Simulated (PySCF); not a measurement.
## Vertical excitation energies

Species: protonated 2-cyano-1,3-cyclopentadiene, C6H6N (charge +1).
Numbering: `[NH+:1]#[C:2][C:3]1=[CH:4][CH2:5][CH:6]=[CH:7]1` (hydrogens: H8 on N1; H9 on C4; H10, H11 on C5; H12 on C6; H13 on C7)

Structure used (PBE0-D3(BJ)/def2-SVP), in Å, numbered top down from 1:
```
atom  x, y, z in Å
N1     2.2371    1.6297    1.5856
C2     1.4067    1.0457    1.0367
C3     0.3957    0.3509    0.3714
C4     0.5091   -0.9657    0.0011
C5    -0.7516   -1.3424   -0.6728
C6    -1.5819   -0.1053   -0.6420
C7    -0.9139    0.8923   -0.0306
H8     2.9635    2.1401    2.0733
H9     1.3641   -1.6235    0.1666
H10   -0.5544   -1.7125   -1.6998
H11   -1.2293   -2.2046   -0.1648
H12   -2.5867   -0.0356   -1.0598
H13   -1.2495    1.9130    0.1478
```

Computed with TDDFT CAM-B3LYP/def2-SVPD, vertical, gas phase, core orbitals frozen in the response in PySCF.

Task: List the vertical singlet excitations with oscillator strengths and describe the spectrum.

Result: 

```csv
state,λ (nm),E (eV),f,|μ| (D),symmetry,"main configurations (H = HOMO, L = LUMO)"
S1,313.9,3.95,0.032,1.47,A′,H→L (98%)
S2,272.9,4.54,0.0000,0.04,–,H→L+1 (93%)
S3,205.9,6.02,0.133,2.42,A′,"H-1→L (80%), H→L+2 (14%)"
S4,192.1,6.46,0.0000,0.01,–,H-1→L+1 (89%)
S5,189.5,6.54,0.432,4.17,A′,"H→L+2 (81%), H-1→L (10%)"
S6,180.1,6.88,0.0001,0.07,–,"H-2→L (66%), H-3→L (24%)"
S7,172.7,7.18,0.0000,0.01,–,"H→L+3 (80%), H→L+4 (16%)"
S8,172.4,7.19,0.0037,0.37,A″,"H-3→L (57%), H-2→L (23%), H-4→L (10%)"
S9,166.9,7.43,0.0001,0.07,–,H-4→L (85%)
S10,152.4,8.14,0.0016,0.23,–,"H→L+4 (45%), H→L+5 (28%), H→L+3 (12%)"
```

Triplets (Tamm–Dancoff): T1 2.50 eV, H→L (87%); T2 4.20 eV, H→L+2 (78%), H-1→L (10%); T3 4.41 eV, H→L+1 (92%); T4 5.02 eV, H-1→L (81%), H→L (9%).

The lowest singlet comes at 314 nm (381 kJ/mol) in the ultraviolet; it is of moderate strength; its leading configuration is HOMO→LUMO (98%). The most intense listed level is S5 at 6.54 eV (189 nm, f = 0.432), 2.59 eV above S1. Löwdin shares by element: HOMO carbon 84% or more (atoms not listed hold the other 17%); LUMO carbon 63% or more, nitrogen 18% (atoms not listed hold the other 19%). Orbital energies (eV): HOMO-3 -16.92, HOMO-2 -16.50, HOMO-1 -15.16, HOMO -12.82, LUMO -6.04, LUMO+1 -4.99, LUMO+2 -3.43. Weighted by f, the mean energy of these states is 6.30 eV. The oscillator strengths of these states sum to 0.603; summed over the whole spectrum of an exact calculation they would give the number of electrons, 48 (Thomas–Reiche–Kuhn). The vertical ionisation energy (ΔSCF) is 13.60 eV, 5.46 eV above S10. Symmetry labels in Cs follow from the direction of the transition dipole and are given only for states with f of 0.002 or more. Singlets were solved by full linear response, triplets in the Tamm–Dancoff approximation.

The run took 79 s on an Arm Neoverse V1 with one thread, no GPU (shared host), and the process peaked at 1.1 GiB of memory.
